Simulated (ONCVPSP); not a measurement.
# Potentials for Zr compared

Generated with ld1.x 7.5 (TM, RRKJ, ultrasoft, PAW), atompaw 4.2 or ONCVPSP 4.0.1. The cutoff is in Ry: for ld1.x and atompaw files where the sum of valence levels is converged to 10 mRy in a Bessel basis, for ONCV files where the hardest occupied wave has 1 mHa per electron of residual kinetic energy. The error is the largest all-electron minus pseudo excitation energy over each file’s own four to seven test configurations (ionisations up to +4, promotions, holes and added fractions of an electron), all of which were solved. The labels leave out finer settings (local radius, basis sizes, second energies), which also bear on the numbers. Spin-polarised tests are not counted. The rows are a selection from randomly drawn settings: files with unsolved tests, undetermined cutoffs or missed reference levels are left out.

A true bound ghost makes a file unfit for plane-wave use even where its test errors are small: the radial tests pick states by their node count and pass the ghost by.

| potential | cutoff (Ry) | largest error (meV) | bound ghosts |
| --- | --- | --- | --- |
| ONCV, revPBE, scalar-relativistic, rc 2.15/1.65/2.45 (spd), local smoothed, core correction no, reference 4s2 4p6 4d2 5s1, qcut 6.7/10.1/7.1, projectors 3/2/3 | 52 | -178 | none |
| ONCV, LDA (Perdew-Wang 92), fully relativistic, rc 1.90/1.60/2.65 (spd), local smoothed, core correction yes, reference 4s2 4p6 4d2 5s1, qcut 5.7/8/5.7, projectors 2/2/2 | 50 | -224 | none |
| ONCV, LDA (Perdew-Wang 92), fully relativistic, rc 1.80/1.25/2.30/2.10 (spdf), local smoothed, core correction yes, reference 4s2 4p6 4d2 5s2, qcut 5.7/7.9/8.2/5.7, projectors 2/2/2/1 | 54 | -4.9 | none |
| ONCV, PBE, scalar-relativistic, rc 1.90/2.10/2.65 (spd), local smoothed, core correction yes, reference 4s2 4p6 4d2 5s1.5 5p0.5, qcut 8.3/5.7/5.5, projectors 3/2/2 | 38 | -84 | none |
| ONCV, PBEsol, scalar-relativistic, rc 2.75/1.90/2.10/2.45 (spdf), local smoothed, core correction yes, reference 4p6 4d2 5s1.75 5p0.25, qcut 2.3/8.6/4/5, projectors 2/2/2/2 | 52 | -21 | s |
| ONCV, PBEsol, fully relativistic, rc 1.70/1.45/1.80 (spd), local smoothed, core correction yes, reference 4s2 4p6 4d2 5s2, qcut 6.6/6.2/4.7, projectors 2/2/2 | 37 | -3.4 | none |

**Question.** Fill in the row for Zr: ONCV, LDA (Perdew-Zunger), fully relativistic, rc 1.90/1.75/2.05 (spd), local smoothed, core correction yes, reference 4s2 4p6 4d2 5s2, qcut 7.7/8.8/5.4, projectors 2/3/2.

**Answer.** cutoff 51 Ry, largest error +3.2 meV, bound ghosts: none.
